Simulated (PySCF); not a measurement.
Si(F)2(GeH3)(OH) (F2GeH4OSi), SMILES O[Si](F)(F)[GeH3].

The structure is a stationary point at ωB97X-D3(BJ)/def2-SVP. This is a generated structure with no PubChem entry under its InChIKey; it may be hypothetical. The values are those of a single conformer.

These are PySCF with PBE/def2-TZVP values and carry that method's errors.

Symmetry labels are those of the subgroup Cs that the program uses (full group Cs).

Computed valence orbital energies around the gap with their symmetry:
| orbital | symmetry | energy (eV) |
|---|---|---|
| HOMO−7 | A' | -10.71 |
| HOMO−6 | A" | -10.21 |
| HOMO−5 | A" | -9.86 |
| HOMO−4 | A' | -9.17 |
| HOMO−3 | A" | -8.70 |
| HOMO−2 | A' | -8.67 |
| HOMO−1 | A" | -8.33 |
| HOMO | A' | -7.80 |
| LUMO | A' | -0.79 |
| LUMO+1 | A" | -0.66 |
| LUMO+2 | A' | -0.43 |
| LUMO+3 | A' | 0.30 |
